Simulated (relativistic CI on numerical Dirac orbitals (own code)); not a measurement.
# Ti¹⁷⁺: computed level list

These numbers are calculated, not measured: Dirac-Coulomb-Breit CI, separate exchange-only KLI orbitals for each configuration, model QED (radiative potential, 1s self-energy scaled to tabulated hydrogen-like ionisation energies), unscaled Slater integrals (own radial code, finite nucleus).

CI space (outside the closed core 1s2): 2s2.2p, 2s.2p2, 2p3, 2p2.3s, 2p2.3p, 2p2.3d, 2s2.3s, 2s2.3p, 2s2.3d, 2s.2p.3s, 2s.2p.3p, 2s.2p.3d, 2s2.4s, 2s2.4p, 2s2.4d, 2s2.4f. Levels of other configurations are missing.

The lowest level is 2s2.2p 2P°_1/2, with 97 % of that term; Hund's rules for 2s2.2p give 2P° with J = 1/2, in agreement.

```tsv
No.	Configuration	Term	J	E (eV)	%	Landé g	jj configuration (%)
1	2s2.2p	2P°	1/2	0.000	97	0.662	2p1/2 (97)
2	2s2.2p	2P°	3/2	6.954	97	1.331	2p3/2 (97)
3	2s.2p2	4P	1/2	37.924	99	2.656	2s 2p1/2^2 (55)
4	2s.2p2	4P	3/2	40.812	100	1.730	2s 2p1/2 2p3/2 (92)
5	2s.2p2	4P	5/2	44.216	98	1.591	2s 2p3/2^2 (54)
6	2s.2p2	2D	3/2	69.491	98	0.808	2s 2p1/2 2p3/2 (76)
7	2s.2p2	2D	5/2	70.184	98	1.205	2s 2p1/2 2p3/2 (54)
8	2s.2p2	2S	1/2	84.513	56	1.435	2s 2p1/2^2 (45)
9	2s.2p2	2P	1/2	92.002	57	1.239	2s 2p3/2^2 (65)
10	2s.2p2	2P	3/2	93.815	98	1.323	2s 2p3/2^2 (68)
11	2p3	4S°	3/2	119.377	98	1.981	2p1/2 2p3/2^2 (50)
12	2p3	2D°	3/2	134.824	92	0.846	2p1/2 2p3/2^2 (49)
13	2p3	2D°	5/2	136.053	100	1.198	2p1/2 2p3/2^2 (100)
14	2p3	2P°	1/2	151.360	97	0.662	2p1/2 2p3/2^2 (97)
15	2p3	2P°	3/2	153.625	88	1.300	2p3/2^3 (76)
16	2s2.3s	2S	1/2	682.653	94	2.001	3s (94)
17	2s2.3p	2P°	1/2	700.923	91	0.665	3p1/2 (91)
18	2s2.3p	2P°	3/2	702.875	91	1.333	3p3/2 (91)
19	2s.2p.3s	4P°	1/2	719.299	98	2.643	2s 2p1/2 3s (92)
20	2s2.3d	2D	3/2	719.885	95	0.798	3d3/2 (95)
21	2s2.3d	2D	5/2	720.444	95	1.199	3d5/2 (95)
22	2s.2p.3s	4P°	3/2	721.303	95	1.719	2s 2p1/2 3s (68)
23	2s.2p.3s	4P°	5/2	725.882	98	1.599	2s 2p3/2 3s (98)
24	2s.2p.3s	2P°	1/2	729.238	94	0.681	2s 2p1/2 3s (77)
25	2s.2p.3s	2P°	3/2	734.140	93	1.341	2s 2p3/2 3s (90)
26	2s.2p.3p	4D	1/2	735.451	75	0.169	2s 2p1/2 3p1/2 (95)
27	2s.2p.3p	4D	3/2	737.195	78	1.231	2s 2p1/2 3p1/2 (65)
28	2s.2p.3p	2P	1/2	740.026	70	0.560	2s 2p1/2 3p3/2 (53)
29	2s.2p.3p	2P	3/2	740.054	48	1.452	2s 2p1/2 3p3/2 (66)
30	2s.2p.3p	4D	5/2	740.284	95	1.376	2s 2p1/2 3p3/2 (56)
```

Energies count from the lowest computed level; ° marks odd parity. Filled j subshells are mostly left out of the jj labels.

The mean weight of the leading LS term, summed over parents, in these 30 levels is 89 %, and that of the leading jj configuration (from the same eigenvectors) 77 %, so LS coupling describes them better.

At this charge energies of transitions that change n are usually good to better than 1 %, and those within a shell (Δn = 0) to a few per cent.

LS names give the leading component of a level, which can be under half, so a name can repeat, a term be missing and a line seem to break the LS rules.
